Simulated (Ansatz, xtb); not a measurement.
Potential energy curve for MgH, doublet.

Levels: UMP2 = MP2 on UHF/cc-pVTZ, frozen core (Ansatz, a program for electronic structure); GFN1-xTB (xtb); FCI = full CI/cc-pVTZ, frozen core in Ansatz.

Energies are in kcal/mol, each relative to the lowest point of its own curve near equilibrium.

```json
[
 {"R / Å": "1.33", "UMP2": "27.3", "GFN1-xTB": "23.6", "FCI": "27.8"},
 {"R / Å": "1.38", "UMP2": "19.5", "GFN1-xTB": "17.1", "FCI": "19.9"},
 {"R / Å": "1.49", "UMP2": "7.9", "GFN1-xTB": "8.0", "FCI": "8.3"},
 {"R / Å": "1.57", "UMP2": "3.2", "GFN1-xTB": "4.2", "FCI": "3.5"},
 {"R / Å": "1.66", "UMP2": "0.5", "GFN1-xTB": "1.7", "FCI": "0.7"},
 {"R / Å": "1.70", "UMP2": "0.1", "GFN1-xTB": "1.0", "FCI": "0.2"},
 {"R / Å": "1.74", "UMP2": "0.0", "GFN1-xTB": "…", "FCI": "0.0"},
 {"R / Å": "1.79", "UMP2": "0.3", "GFN1-xTB": "0.1", "FCI": "0.2"},
 {"R / Å": "1.84", "UMP2": "1.0", "GFN1-xTB": "0.0", "FCI": "…"},
 {"R / Å": "1.91", "UMP2": "2.6", "GFN1-xTB": "…", "FCI": "…"},
 {"R / Å": "1.98", "UMP2": "4.6", "GFN1-xTB": "…", "FCI": "3.8"},
 {"R / Å": "2.13", "UMP2": "10.2", "GFN1-xTB": "3.0", "FCI": "8.4"},
 {"R / Å": "2.40", "UMP2": "21.2", "GFN1-xTB": "8.4", "FCI": "17.5"},
 {"R / Å": "2.63", "UMP2": "27.6", "GFN1-xTB": "13.6", "FCI": "23.9"},
 {"R / Å": "2.92", "UMP2": "31.2", "GFN1-xTB": "20.4", "FCI": "28.7"},
 {"R / Å": "3.16", "UMP2": "32.0", "GFN1-xTB": "…", "FCI": "30.5"},
 {"R / Å": "3.48", "UMP2": "32.0", "GFN1-xTB": "31.2", "FCI": "31.4"},
 {"R / Å": "3.81", "UMP2": "31.7", "GFN1-xTB": "35.4", "FCI": "31.6"},
 {"R / Å": "4.22", "UMP2": "31.5", "GFN1-xTB": "—", "FCI": "31.7"},
 {"R / Å": "4.76", "UMP2": "31.4", "GFN1-xTB": "—", "FCI": "31.7"},
 {"R / Å": "5.30", "UMP2": "31.4", "GFN1-xTB": "—", "FCI": "31.7"},
 {"R / Å": "6.00", "UMP2": "31.4", "GFN1-xTB": "—", "FCI": "31.7"},
 {"R / Å": "6.86", "UMP2": "31.4", "GFN1-xTB": "—", "FCI": "31.7"}
]
```

### Question
Fill in the missing entries.

### Answer

- 1.74, GFN1-xTB: 0.5
- 1.84, FCI: 0.7
- 1.91, GFN1-xTB: 0.2
- 1.91, FCI: 2.0
- 1.98, GFN1-xTB: 0.8
- 3.16, GFN1-xTB: 25.5

Dashes: no converged value, or the column stops at the first point that the program doubted or that broke a chosen test of continuity, which isn't proof of a fault.

The unrestricted determinant behind UMP2 is spin-contaminated at 2.40 to 3.16 Å (<S²> up to 0.9, against 0.75 for a pure doublet).
